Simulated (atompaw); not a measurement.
What one change does to a pseudopotential (Sb (Z = 51), PAW (atompaw))

Sb (Z = 51), PAW, made with atompaw 4.2.0.5 (PBE, scalar-relativistic). Core [Kr] 4d10, reference 5s2 5p3. Waves: 5s (bound): rc 2.25 bohr; 5s channel at 1.3 Ry: rc 2.25 bohr; 5p (bound): rc 2.25 bohr; 5p channel at 0.1 Ry: rc 2.25 bohr; 5d channel at 0.5 Ry: rc 2.25 bohr; 5d channel at 2.4 Ry: rc 2.05 bohr. Local part: bessel scheme, radius 1.55 bohr. Core correction: smooth core density matched at 1.75 bohr. Augmentation charge: sinc compensation charge, radius 1.90 bohr; PAW radius 2.25 bohr; waves and projectors: custom rrkj gramschmidtortho.

All-electron outer shells of the reference configuration (PBE, scalar-relativistic, ld1.x):

| shell | level (eV) | outermost node (bohr) | outermost maximum (bohr) |
| --- | --- | --- | --- |
| 4p | -101.79 | 0.39 | 0.76 |
| 4d | -33.51 | 0.38 | 0.84 |
| 5s | -12.83 | 0.95 | 1.90 |
| 5p | -4.83 | 1.04 | 2.35 |

Change: local potential bessel scheme, radius 1.64 bohr.

Cutoffs: the cutoffs (Ry, on a coarse ladder) from which the occupation-weighted sum of valence levels, in a spherical-Bessel basis at the reference potential, stays within 10 and 1 mRy of its value at 400 Ry; they do not see the model core or the augmentation charge, which bear on the density cutoff.

Task: What does the change do?

Result: Both files are so soft that the ladder of cutoffs tells neither apart; neither file shows a bound ghost.

```csv
quantity,base,changed
"cutoff, loose",6 Ry,6 Ry
"cutoff, tight",8 Ry,8 Ry
bound ghosts,none,none
s: phases at 2.27 bohr within 0.05 rad from the reference energy up to (Ry; the scan ends near 5),4.1,4.4
p: phases at 2.27 bohr within 0.05 rad from the reference energy up to (Ry; the scan ends near 5),4.9,to the end of the scan
d: phases at 2.27 bohr within 0.05 rad from the reference energy up to (Ry; the scan ends near 5),1.0,1.1
lowest overlap eigenvalue by channel,"s 0.38, p 0.54, d 1.00","s 0.39, p 0.55, d 1.00"
```

 The cutoffs see the waves, projectors and local potential, not the compensation charge or the core.
